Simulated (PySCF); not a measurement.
Cl$_{2}$Ge (SMILES [Cl][Ge][Cl]), singlet, at a GFN2-xTB geometry. Base run: PySCF with SVWN5/pcseg-1.

The PySCF input:
```python
from pyscf import gto, scf, dft

mol = gto.Mole()
mol.atom = '''
    Ge   -0.00059285   -0.00984996    0.71845420
    Cl    1.03004534    1.30072876   -0.65763687
    Cl   -1.02892939   -1.28218766   -0.69474750
'''
mol.basis = 'pcseg-1'
mol.verbose = 4
mol.build()

mf = dft.RKS(mol)
mf.xc = 'lda,vwn'
mf.kernel()
mf.analyze()
```

The base run was repeated with changes; each row names its change, and settings that it needs were set with it.

```
change                                     ΔE vs base (µEh)  grid points  electrons on the grid
-----------------------------------------  ----------------  -----------  ---------------------
base                                                    0.0        58400               66.00000
grids.level = 0                                        -639         5696               66.00340
grids.atom_grid = (99, 590)                            -0.8        88248               66.00000
grids.radi_method = delley                             10.5        59496               66.00000
small_rho_cutoff = 0                                    0.0        58400               66.00000
grids.atom_grid = (30, 110)                            6360         7296               66.00012
grids.level = 4                                        -0.8        87568               66.00000
grids.level = 2                                       -10.1        36536               66.00002
grids.level = 7                                        -0.7       257568               66.00000
grids.prune = dft.gen_grid.treutler_prune              -0.3        57552               66.00000
grids.becke_scheme = stratmann                          0.0        58400               66.00000
```
